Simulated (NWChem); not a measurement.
Atomisation of H2GeS

```xyz
4

Ge    -0.5324    -0.5509     0.0000
H      0.6402    -1.6434     0.0000
S      1.0155     1.0724     0.0000
H      0.1493     2.1152     0.0000
```
Charge 0, spin multiplicity 1.

Program: NWChem. Structure: optimised with B3LYP/def2-SVP, a minimum by its harmonic frequencies. It is one conformer; others weren't searched.

Basis set: def2-TZVP. The atomisation energy is electronic alone: no zero-point, thermal, spin-orbit or counterpoise terms. No value is extrapolated to the basis-set limit. Free atoms are single determinants with multiplicities Ge 3, H 2, S 3. Correlated methods freeze the same cores in atoms and molecule, 14 orbitals in all.

```tsv
method	atomisation energy (kcal/mol)	relative cost
HF	160.4	1
PBE0	237.2	under 3
BHandHLYP	230.1	under 3
B3LYP	238.5	under 3
PBE	243.2	under 3
BP86	248.4	under 3
MP2	226.9	under 3
LC-wPBE (omega 0.3 per bohr)	233.5	10
CCSD(T)	229.2	20
```

The values span 88.0 kcal/mol, from HF (lowest) to BP86 (highest). Relative cost: rough, from shared machines, SCF included, HF = 1. Costs are the molecule's.

The Hamiltonian is non-relativistic. B3LYP has NWChem's definition, with VWN1-RPA local correlation. GW and range-separated runs recompute their integrals, the others keep them in memory, which bears on the times. The structure started from a generated list of species. The stability of the SCF solutions was not checked. Open-shell Hartree-Fock references start from PBE0 orbitals; any time given for them includes that run. No row is a measurement; the coupled-cluster row has its own basis-set and correlation limits.
